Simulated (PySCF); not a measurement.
# Löwdin shares of the frontier orbitals

Compound: C₄H₇ClOSi.
Numbering: `[CH3:1][C:2]1=[CH:3][Si@@H:4]([Cl:5])[O:6][CH2:7]1` (hydrogens: H8, H9, H10 on C1; H11 on C3; H12 on Si4; H13, H14 on C7)

Level of theory: TDDFT CAM-B3LYP/def2-SVPD, vertical, gas phase, core orbitals frozen in the response in PySCF. Isolated species at its GFN2-xTB geometry, gas phase.

Kohn–Sham orbitals with the atoms that hold most of them (Löwdin shares over 4%, at most four atoms; ? is withheld):

```csv
orbital,ε (eV),atoms
HOMO-3,-10.59,"O6 36%, Cl5 23%, Si4 9%, C2 8%"
HOMO-2,-10.18,"Cl5 34%, O6 20%, C3 14%, Si4 11%"
HOMO-1,-9.77,"O6 39%, Cl5 15%, Si4 9%, C3 9%"
HOMO,-9.05,?
LUMO,?,?
LUMO+1,1.10,"C1 22%, Si4 12%, C7 9%, C2 8%"
LUMO+2,1.51,"Si4 28%, Cl5 24%, H12 13%, O6 11%"
```

Question: Give the leading atoms of the LUMO.

Answer: C2 (bonded to 3 C) 28%; C3 (bonded to C, Si and H) 22%; Si4 (bonded to C, Cl, O and H) 12%; Cl5 (bonded to Si) 7%. By element: carbon 50% or more, silicon 12%, chlorine 7%.

Question: Which atoms hold the HOMO, and with what shares?

Answer: C3 (bonded to C, Si and H) 35%; C2 (bonded to 3 C) 29%; C7 (bonded to C, O and 2 H) 8%; Si4 (bonded to C, Cl, O and H) 5%. By element: carbon 71% or more, silicon 5%.

Question: What is the LUMO energy, and the HOMO–LUMO gap?

Answer: ε(LUMO) = 0.69 eV; the gap is 9.74 eV (0.3579 hartree).

Question: How does S1 compare with the orbital gap of 9.74 eV?

Answer: S1 is at 6.83 eV (f = 0.292), 2.91 eV below the gap, made of HOMO→LUMO (79%), HOMO-1→LUMO (14%). 

Question: Give energy, strength and leading configuration of S1 and S3, and follow the Löwdin shares of the leading atoms from the occupied to the empty orbital.

Answer: 
- S1 (6.83 eV, f 0.292), HOMO→LUMO (79%): C3 35% → 22%, C2 29% → 28%
- S3 (7.27 eV, f 0.015), HOMO→LUMO+1 (84%): C3 35% → at most 8%, C2 29% → 8%, C1 at most 6% → 22%, Si4 5% → 12%

Löwdin shares depend on the basis, the more so with diffuse functions.

The run took 89 s (with the writing of density and orbital grids) on Arm Neoverse N1, one thread, shared host with 64 logical CPUs at a one-minute load of 61, and the process peaked at 0.95 GiB of memory.
